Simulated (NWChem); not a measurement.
All runs are NWChem calculations. System: sulfur tetrafluoride (F4S), charge 0, spin multiplicity 1, at a geometry optimised with PBE/def2-SVP. Level: TD-PBE/def2-SVP.

The NWChem input:

```
start mol
memory heap 200 mb stack 900 mb global 1100 mb
geometry units angstroms nocenter noautoz
  F      0.000000    -1.242396    -0.639768
  S      0.000000     0.000000     0.389411
  F      1.685546     0.000000     0.293625
  F     -1.685546     0.000000     0.293625
  F      0.000000     1.242396    -0.639768
  symmetry group C2v
end
basis spherical
  * library def2-svp
end
dft
  xc xpbe96 cpbe96
  semidirect memsize 60000000 filesize 0
  iterations 100
end
tddft
  rpa
  nroots 5
  notriplet
  thresh 1e-4
end
task tddft energy
```

Output (cleaned and shortened):

```
             Northwest Computational Chemistry Package (NWChem) 7.3.0
             --------------------------------------------------------

                                NWChem Input Module
                                -------------------

 Scaling coordinates for geometry "geometry" by  1.889725989
 (inverse scale =  0.529177249)

 Turning off AUTOSYM since
 SYMMETRY directive was detected!

                             Geometry "geometry" -> ""
                             -------------------------

 Output coordinates in angstroms (scale by  1.889725989 to convert to a.u.)

  No.       Tag          Charge          X              Y              Z
 ---- ---------------- ---------- -------------- -------------- --------------
    1 F                    9.0000     0.00000000    -1.24239600    -0.63976800
    2 S                   16.0000     0.00000000     0.00000000     0.38941100
    3 F                    9.0000     1.68554600     0.00000000     0.29362500
    4 F                    9.0000    -1.68554600     0.00000000     0.29362500
    5 F                    9.0000     0.00000000     1.24239600    -0.63976800

 Effective nuclear repulsion energy (a.u.)     289.4903652699

            Nuclear Dipole moment (a.u.)
            ----------------------------
        X                 Y               Z
 ---------------- ---------------- ----------------
     0.0000000000     0.0000000000     0.0000037795

      Symmetry information
      --------------------

 Group name             C2v
 Group number             16
 Group order               4
 No. of unique centers     3

      Symmetry unique atoms

     1    2    3


 Summary of "ao basis" -> "" (spherical)
 ------------------------------------------------------------------------------
       Tag                 Description            Shells   Functions and Types
 ---------------- ------------------------------  ------  ---------------------
 *                          def2-svp                  on all atoms

  pbe96 is a nonlocal functional; adding pw91lda local functional.

                                 NWChem DFT Module
                                 -----------------

 Summary of "ao basis" -> "ao basis" (spherical)
 ------------------------------------------------------------------------------
       Tag                 Description            Shells   Functions and Types
 ---------------- ------------------------------  ------  ---------------------
 F                          def2-svp                 6       14   3s2p1d
 S                          def2-svp                 8       18   4s3p1d

 Summary of "ao basis" -> "ao basis" (spherical)
 ------------------------------------------------------------------------------
       Tag                 Description            Shells   Functions and Types
 ---------------- ------------------------------  ------  ---------------------
 F                          def2-svp                 6       14   3s2p1d
 S                          def2-svp                 8       18   4s3p1d

      Symmetry analysis of basis
      --------------------------

        a1         29
        a2          9
        b1         18
        b2         18

            General Information
            -------------------
          SCF calculation type: DFT
          Wavefunction type:  closed shell.
          No. of atoms     :     5
          No. of electrons :    52
           Alpha electrons :    26
            Beta electrons :    26
          Charge           :     0
          Spin multiplicity:     1
          Use of symmetry is: off; symmetry adaption is: on
          Maximum number of iterations: 100
          AO basis - number of functions:    74
                     number of shells:    32
          Convergence on energy requested:  1.00D-06
          Convergence on density requested:  1.00D-05
          Convergence on gradient requested:  5.00D-04

              XC Information
              --------------
          PerdewBurkeErnzerhof Exchange Functional  1.000
            Perdew 1991 LDA Correlation Functional  1.000 local
           PerdewBurkeErnz. Correlation Functional  1.000 non-local

             Grid Information
             ----------------
          Grid used for XC integration:  medium
          Radial quadrature: Mura-Knowles
          Angular quadrature: Lebedev.
          Tag              B.-S. Rad. Rad. Pts. Rad. Cut. Ang. Pts.
          ---              ---------- --------- --------- ---------
          F                   0.50       49           8.0       434
          S                   1.00       88           5.0       590
          Grid pruning is: on
          Number of quadrature shells:   284
          Spatial weights used:  Erf1

          Convergence Information
          -----------------------
          Convergence aids based upon iterative change in
          total energy or number of iterations.
          Levelshifting, if invoked, occurs when the
          HOMO/LUMO gap drops below (HL_TOL):  1.00D-02
          DIIS, if invoked, will attempt to extrapolate
          using up to (NFOCK): 10 stored Fock matrices.

                    Damping( 0%)  Levelshifting(0.5)       DIIS
                  --------------- ------------------- ---------------
          dE  on:    start            ASAP                start
          dE off:    2 iters        100 iters           100 iters

      Screening Tolerance Information
      -------------------------------
          Density screening/tol_rho:  1.00D-10
          AO Gaussian exp screening on grid/accAOfunc:  14
          CD Gaussian exp screening on grid/accCDfunc:  20
[...]
     Multipole analysis of the density
     ---------------------------------

     L   x y z        total         alpha         beta         nuclear
     -   - - -        -----         -----         ----         -------
     0   0 0 0     -0.000000    -26.000000    -26.000000     52.000000

     1   1 0 0     -0.000000     -0.000000     -0.000000      0.000000
     1   0 1 0     -0.000000     -0.000000     -0.000000      0.000000
     1   0 0 1      0.364490      0.182243      0.182243      0.000004

     2   2 0 0    -27.352128   -104.986707   -104.986707    182.621285
     2   1 1 0     -0.000000     -0.000000     -0.000000      0.000000
     2   1 0 1      0.000000      0.000000      0.000000      0.000000
     2   0 2 0    -23.267340    -61.242647    -61.242647     99.217954
     2   0 1 1     -0.000000     -0.000000     -0.000000      0.000000
     2   0 0 2    -22.665091    -31.590465    -31.590465     40.515839

                                NWChem TDDFT Module
                                -------------------

            General Information
            -------------------
           No. of orbitals :     148
            Alpha orbitals :      74
             Beta orbitals :      74
        Alpha frozen cores :       0
         Beta frozen cores :       0
     Alpha frozen virtuals :       0
      Beta frozen virtuals :       0
         Spin multiplicity :       1
    Number of AO functions :      74
        Use of symmetry is : off
      Symmetry adaption is : on
         Schwarz screening :  0.10D-07

              XC Information
              --------------
   PerdewBurkeErnzerhof Exchange Functional   1.00
     Perdew 1991 LDA Correlation Functional   1.00 local
    PerdewBurkeErnz. Correlation Functional   1.00 non-local

             TDDFT Information
             -----------------
          Calculation type : TDDFT
         Wavefunction type : Restricted singlets
          No. of electrons :      52
           Alpha electrons :      26
            Beta electrons :      26
              No. of roots :       5
          Max subspacesize :    5000
            Max iterations :     100
               Target root :       1
           Target symmetry : none
      Symmetry restriction : off
                 Algorithm : Optimal
        Davidson threshold :  0.10D-03

            Memory Information
            ------------------
          Available GA space size is         144173724 doubles
          Available MA space size is          50655972 doubles
          Length of a trial vector is         1248
          Algorithm : Incore multiple tensor contraction
          Estimated peak GA usage is          25213424 doubles
          Estimated peak MA usage is             18000 doubles

    5 smallest eigenvalue differences (eV)
--------------------------------------------------------
  No. Spin  Occ  Vir  Irrep   E(Occ)    E(Vir)   E(Diff)
--------------------------------------------------------
    1    1   26   27 b2       -0.297    -0.121     4.795
    2    1   25   27 b1       -0.340    -0.121     5.971
    3    1   24   27 a2       -0.345    -0.121     6.117
    4    1   26   28 a1       -0.297    -0.060     6.444
    5    1   23   27 a1       -0.357    -0.121     6.448
--------------------------------------------------------

  Entering Davidson iterations
  Restricted singlet excited states

  Iter   NTrls   NConv    DeltaV     DeltaE      Time
  ----  ------  ------  ---------  ---------  ---------
    1      5       0     0.41E+00   0.10+100        1.6
    2     10       0     0.11E+00   0.33E-01        1.6
    3     20       0     0.28E-01   0.39E-02        2.5
    4     30       0     0.73E-02   0.35E-03        2.5
    5     40       0     0.30E-02   0.28E-04        2.5
    6     50       0     0.95E-03   0.32E-05        2.5
    7     60       1     0.38E-03   0.42E-06        2.6
    8     68       4     0.36E-01   0.36E-03        2.2
    9     70       4     0.66E-02   0.72E-03        1.4
   10     72       4     0.12E-02   0.14E-04        1.2
   11     74       4     0.41E-03   0.68E-06        1.3
   12     76       4     0.11E-03   0.59E-07        1.3
   13     78       5     0.85E-04   0.25E-08        1.3
  ----  ------  ------  ---------  ---------  ---------
  Convergence criterion met

  Ground state a1       -796.506388759247 a.u.

  ----------------------------------------------------------------------------
  Root   1 singlet b2             0.200580397 a.u.                5.4581 eV
  ----------------------------------------------------------------------------
     Transition Moments    X -0.00000   Y -0.38538   Z  0.00000
     Transition Moments   XX  0.00000  XY  0.00000  XZ -0.00000
     Transition Moments   YY  0.00000  YZ -0.40534  ZZ  0.00000
     Dipole Oscillator Strength                    0.0198597193
     Electric Quadrupole                           0.0000000071
     Magnetic Dipole                               0.0000011976
     Total Oscillator Strength                     0.0198609240

          sigma_e =   1.3596 Angstrom
          sigma_h =   1.7455 Angstrom
         |d_h->e| =   0.0498 Angstrom
            d_exc =   2.2029 Angstrom
            d_CD1 =   0.4358 Angstrom
            d_CD2 =  -1.5027 Angstrom
            d_CD3 =   2.2527 Angstrom
     Pearson C.C. =   0.0095

     Occ.   17  a1  ---  Virt.   27  b2  -0.09063 X
     Occ.   19  a1  ---  Virt.   27  b2  -0.09121 X
     Occ.   22  a1  ---  Virt.   27  b2   0.16670 X
     Occ.   26  a1  ---  Virt.   27  b2   0.97740 X
     Occ.   26  a1  ---  Virt.   27  b2  -0.06323 Y
  ----------------------------------------------------------------------------
  Root   2 singlet a2             0.227504583 a.u.                6.1907 eV
  ----------------------------------------------------------------------------
     Transition Moments    X -0.00000   Y -0.00000   Z  0.00000
     Transition Moments   XX -0.00000  XY  0.09872  XZ  0.00000
     Transition Moments   YY  0.00000  YZ -0.00000  ZZ  0.00000
     Dipole Oscillator Strength                    0.0000000000
     Electric Quadrupole                           0.0000000006
     Magnetic Dipole                               0.0000000000
     Total Oscillator Strength                     0.0000000006

          sigma_e =   1.3483 Angstrom
          sigma_h =   1.7656 Angstrom
         |d_h->e| =   0.2732 Angstrom
            d_exc =   2.2448 Angstrom
            d_CD1 =   0.6905 Angstrom
            d_CD2 =  -1.2837 Angstrom
            d_CD3 =   2.5180 Angstrom
     Pearson C.C. =  -0.0061

     Occ.   24  b1  ---  Virt.   27  b2   0.99870 X
  ----------------------------------------------------------------------------
  Root   3 singlet b1             0.232974547 a.u.                6.3396 eV
  ----------------------------------------------------------------------------
     Transition Moments    X  0.32232   Y -0.00000   Z -0.00000
     Transition Moments   XX -0.00000  XY  0.00000  XZ  0.00763
     Transition Moments   YY  0.00000  YZ -0.00000  ZZ  0.00000
     Dipole Oscillator Strength                    0.0161357015
     Electric Quadrupole                           0.0000000000
     Magnetic Dipole                               0.0000002481
     Total Oscillator Strength                     0.0161359497

          sigma_e =   1.3485 Angstrom
          sigma_h =   1.7444 Angstrom
         |d_h->e| =   0.3465 Angstrom
            d_exc =   2.2532 Angstrom
            d_CD1 =   0.7424 Angstrom
            d_CD2 =  -1.1999 Angstrom
            d_CD3 =   2.5997 Angstrom
     Pearson C.C. =  -0.0203

     Occ.   24  b1  ---  Virt.   28  a1  -0.16450 X
     Occ.   25  a2  ---  Virt.   27  b2  -0.97349 X
     Occ.   26  a1  ---  Virt.   29  b1   0.14417 X
  ----------------------------------------------------------------------------
  Root   4 singlet a1             0.247285106 a.u.                6.7290 eV
  ----------------------------------------------------------------------------
     Transition Moments    X -0.00000   Y  0.00000   Z -0.29763
     Transition Moments   XX  0.54405  XY -0.00000  XZ -0.00000
     Transition Moments   YY  0.32964  YZ -0.00000  ZZ -0.80135
     Dipole Oscillator Strength                    0.0146032461
     Electric Quadrupole                           0.0000000421
     Magnetic Dipole                               0.0000000000
     Total Oscillator Strength                     0.0146032882

          sigma_e =   1.3283 Angstrom
          sigma_h =   1.6735 Angstrom
         |d_h->e| =   0.4599 Angstrom
            d_exc =   2.2025 Angstrom
            d_CD1 =   0.8052 Angstrom
            d_CD2 =  -1.0410 Angstrom
            d_CD3 =   2.6624 Angstrom
     Pearson C.C. =  -0.0167

     Occ.   21  b2  ---  Virt.   27  b2   0.07386 X
     Occ.   23  b2  ---  Virt.   27  b2  -0.05201 X
     Occ.   26  a1  ---  Virt.   28  a1  -0.99240 X
  ----------------------------------------------------------------------------
  Root   5 singlet b2             0.255637480 a.u.                6.9563 eV
  ----------------------------------------------------------------------------
     Transition Moments    X  0.00000   Y  0.18034   Z  0.00000
     Transition Moments   XX -0.00000  XY  0.00000  XZ  0.00000
     Transition Moments   YY  0.00000  YZ  0.37352  ZZ  0.00000
     Dipole Oscillator Strength                    0.0055426240
     Electric Quadrupole                           0.0000000124
     Magnetic Dipole                               0.0000000002
     Total Oscillator Strength                     0.0055426366

          sigma_e =   1.3509 Angstrom
          sigma_h =   1.7628 Angstrom
         |d_h->e| =   0.1247 Angstrom
            d_exc =   2.2235 Angstrom
            d_CD1 =   0.5366 Angstrom
            d_CD2 =  -1.4321 Angstrom
            d_CD3 =   2.3482 Angstrom
     Pearson C.C. =   0.0009

     Occ.   17  a1  ---  Virt.   27  b2   0.06436 X
     Occ.   19  a1  ---  Virt.   27  b2   0.06755 X
     Occ.   22  a1  ---  Virt.   27  b2   0.98274 X
     Occ.   26  a1  ---  Virt.   27  b2  -0.15622 X

              Target root =      1
          Target symmetry = none
      Ground state energy =   -796.506388759247
        Excitation energy =      0.200580396637
     Excited state energy =   -796.305808362610

  stored tddft:energy   -796.30580836260992

 Task  times  cpu:       28.0s     wall:       28.0s

 Total times  cpu:       28.1s     wall:       28.1s
```
